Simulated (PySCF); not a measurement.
Q: Write Cartesian coordinates for TiEt(NMe2)3, `C[CH2][Ti]([N](C)C)([N](C)C)[N](C)C` as optimised with PBE0-D3(BJ)/def2-SVP. (Singlet state.)

A: 
```
atom  x, y, z in Å
Ti1   -0.127    0.074    0.025
C2    -0.070    0.141    2.143
C3     1.085   -0.563    2.842
H4    -1.041   -0.264    2.488
H5    -0.083    1.219    2.399
H6     1.047   -0.470    3.943
H7     1.102   -1.644    2.623
H8     2.063   -0.164    2.525
N9     1.642   -0.013   -0.606
C10    2.467    1.068   -0.137
C11    2.326   -0.985   -1.407
H12    3.304    0.716    0.500
H13    1.875    1.774    0.473
H14    2.911    1.649   -0.971
H15    1.629   -1.770   -1.736
H16    2.770   -0.531   -2.316
H17    3.155   -1.473   -0.855
N18   -0.977    1.646   -0.567
C19   -2.271    1.839    0.029
C20   -0.543    2.707   -1.427
H21   -2.310    2.737    0.679
H22   -2.541    0.973    0.662
H23   -3.072    1.944   -0.732
H24    0.446    2.478   -1.849
H25   -1.240    2.861   -2.275
H26   -0.470    3.677   -0.891
N27   -1.104   -1.444   -0.503
C28   -0.605   -2.667    0.066
C29   -2.288   -1.589   -1.298
H30   -1.330   -3.142    0.757
H31    0.313   -2.476    0.650
H32   -0.345   -3.414   -0.711
H33   -2.603   -0.614   -1.699
H34   -2.124   -2.267   -2.160
H35   -3.134   -2.010   -0.716
```

Orientation and origin are arbitrary. Atoms count from 1 in this order. Of the pairs four or more bonds apart, H7···H31 is among the closest relative to their van der Waals radii: 2.28 Å, 95 % of the sum of Bondi's values. All 3 N–Ti bonds measure 1.881 to 1.882 Å. N9 (nitrogen bonded to 2 C and Ti) is planar (angles 131.9°, 114.7° and 113.3°, sum 359.9°, 0.02 Å off the plane of its three neighbours). Ti1 (titanium bonded to C and 3 N) is tetrahedral (angles from 107.5° to 111.0°).

Bonds between heavy atoms (Å): Ti1–C2 2.119, Ti1–N9 1.881, Ti1–N18 1.882, Ti1–N27 1.881, C2–C3 1.523, N9–C10 1.438, N9–C11 1.433, N18–C19 1.438, N18–C20 1.433, N27–C28 1.438, N27–C29 1.433.

Method: PBE0-D3(BJ)/def2-SVP geometry optimisation, gas phase in PySCF 2.14.0.

Point group: C1 (no symmetry element, even within 0.4 Å). Stationary, but not proved a minimum. Torsions: N9–Ti1–C2–C3 -30°, C2–Ti1–N9–C10 -56°, C2–Ti1–N18–C19 -55°, C2–Ti1–N27–C28 -55°.

Time: 5.9 min wall, 14 min CPU; peak memory 2.8 GiB. Hardware: 2 threads of an AMD EPYC 9R45, no GPU, on a shared host. That covers the optimisation of the geometry.
